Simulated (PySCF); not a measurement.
Several molecules and their computed UV-vis stick spectra, shuffled. Level of theory: TDDFT PBE0/def2-SVPD, vertical, gas phase, core orbitals frozen in the response in PySCF 2.14.0, density-fitted response routines. Geometries: GFN2-xTB; one conformer of each isolated species. Triplets are in the Tamm–Dancoff approximation. Ions are computed without counter-ions or solvent.

A. `F/C=C\C1=COC=CO1`
B. `C=COC(=C)SCF`
C. `C[C@H](F)CS(=O)(=O)O`
D. `C1CCCCC1`
E. `C[C@H]([NH3+])C(F)(F)F`

Lowest singlet levels (six at most, fewer where fewer were computed) with oscillator strengths:

1. 344 nm (f 0.047); 256 nm (f 0.006); 234 nm (f 0.006); 220 nm (f 0.008); 205 nm (f 0.000); 203 nm (f 0.633); T1 2.45 eV
2. 135 nm (f 0.002); 126 nm (f 0.026); 121 nm (f 0.020); 118 nm (f 0.003); 117 nm (f 0.035); 115 nm (f 0.012); T1 9.05 eV
3. 155 nm (f 0.000 summed over 2 states); 146 nm (f 0.000 summed over 2 states); 144 nm (f 0.002); 143 nm (f 0.000); 143 nm (f 0.070 summed over 2 states); T1 7.81 eV
4. 224 nm (f 0.094); 218 nm (f 0.058); 207 nm (f 0.043); 205 nm (f 0.021); 188 nm (f 0.020); 187 nm (f 0.073); T1 3.91 eV
5. 155 nm (f 0.006); 150 nm (f 0.037); 145 nm (f 0.019); 143 nm (f 0.010); 141 nm (f 0.005); 140 nm (f 0.004); T1 7.70 eV

Question: Match each spectrum to its molecule.

Answer: 1 = A, 2 = E, 3 = D, 4 = B, 5 = C.
- A: S1 at 3.60 eV, HOMO→LUMO (93%); Löwdin shares by element: HOMO oxygen 39%, carbon 26% or more (atoms not listed hold the other 35%); LUMO carbon 64% or more (atoms not listed hold the other 36%); HOMO -5.60 and LUMO -0.98 eV; point group Cs, 1 of its 6 listed states under f = 0.0005.
- B: S1 at 5.53 eV, HOMO→LUMO (76%); Löwdin shares by element: HOMO carbon 39% or more, sulfur 26%, oxygen 10% (atoms not listed hold the other 25%); LUMO carbon 59% or more, sulfur 10% (atoms not listed hold the other 32%); HOMO -6.88 and LUMO -0.41 eV.
- C: S1 at 7.99 eV, HOMO→LUMO (95%); Löwdin shares by element: HOMO oxygen 90%, sulfur 5%; LUMO sulfur 28%, oxygen 24% or more, hydrogen 16% or more, carbon 6% or more (atoms not listed hold the other 27%); HOMO -9.42 and LUMO -0.17 eV.
- D: S1 at 8.01 eV, HOMO-1/HOMO→LUMO (≥96%); Löwdin shares by element: HOMO (one of a set within 0.03 eV) carbon 49% or more (atoms not listed hold the other 51%); LUMO carbon 31% or more (atoms not listed hold the other 69%); HOMO -8.28 and LUMO 0.84 eV; point group D3d, 5 of its 8 listed states under f = 0.0005.
- E: S1 at 9.19 eV, HOMO→LUMO (99%); Löwdin shares by element: HOMO carbon 48%, fluorine 13% or more (atoms not listed hold the other 39%); LUMO hydrogen 49% or more, nitrogen 19% (atoms not listed hold the other 32%); HOMO -15.47 and LUMO -5.09 eV.
C and D have S1 within 0.02 eV of each other; their strongest listed levels stand at 8.26 eV (f 0.037) and 8.68 eV (f 0.070).

A slash joins orbitals within 0.01 eV of each other, whose weights are summed (≥ marks a lower bound).
